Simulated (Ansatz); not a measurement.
## Which method gave which barrier?

Saddle point of ZnH$_{4}$O$_{2}$, closed shell (ZnH₂O ([OH][ZnH]) + H₂O → ZnH₂O₂ ([OH][Zn][OH]) + H₂; bonds formed: H2–H4; dative contacts that become bonds: Zn1–O5; bonds broken: Zn1–H2, H4–O5), PBE0-D4/def2-TZVP structure:

Zn1  (0.202, -0.374, -0.028)
H2  (-0.553, 0.681, -1.345)
O3  (0.715, -2.051, 0.307)
H4  (-0.480, 1.259, -0.542)
O5  (0.014, 1.440, 0.643)
H6  (0.619, -2.650, -0.436)
H7  (-0.519, 1.695, 1.401)
(Å)

Computed with Ansatz 0.2.0 (basis: def2-TZVPP, with def2-QZVPP for the basis limit); correlated methods freeze the cores. The 3s and 3p shells of Cu and Zn are frozen; filled d shells are correlated. Extrapolation: Hartree–Fock as exp(−7.88 √X), correlation as X^−2.97. Four methods, as single points on the PBE0-D4 structures, gave these electronic barriers from the start structure: 128.9, 137.8, 147.8, 177.1 kJ/mol.

The methods were, in alphabetical order, CCSD(T), HF, PBE-D4, r2SCAN-D4. Which gave which? (A judgement: the text doesn't fix the answer.)

Computed: PBE-D4 128.9; r2SCAN-D4 137.8; CCSD(T) 147.8; HF 177.1 kJ/mol. For comparison, CCSD(T) at an estimated basis limit (MP2 extrapolated from triple and quadruple zeta, plus CCSD(T) − MP2 in triple zeta) gives 144.4 kJ/mol.

The T1 diagnostic stays at or below 0.017.

The step is the kind of ligand exchange by which a precursor binds to a hydroxyl group, or is hydrolysed, in atomic layer deposition of oxides.

Labels in which every atom is bracketed show which atoms are joined, not bond orders.

For scale, one of the runs: CCSD(T)/def2-TZVPP, 182 basis functions, launched by `ansatz run in.yaml --threads 4 --pin off --events-out ev --progress --plain --max-ram 9574MiB`. Hardware: 4 CPU threads of an Arm Neoverse V2, shared host. Wall time 31 s; peak host memory 1.9 GiB.
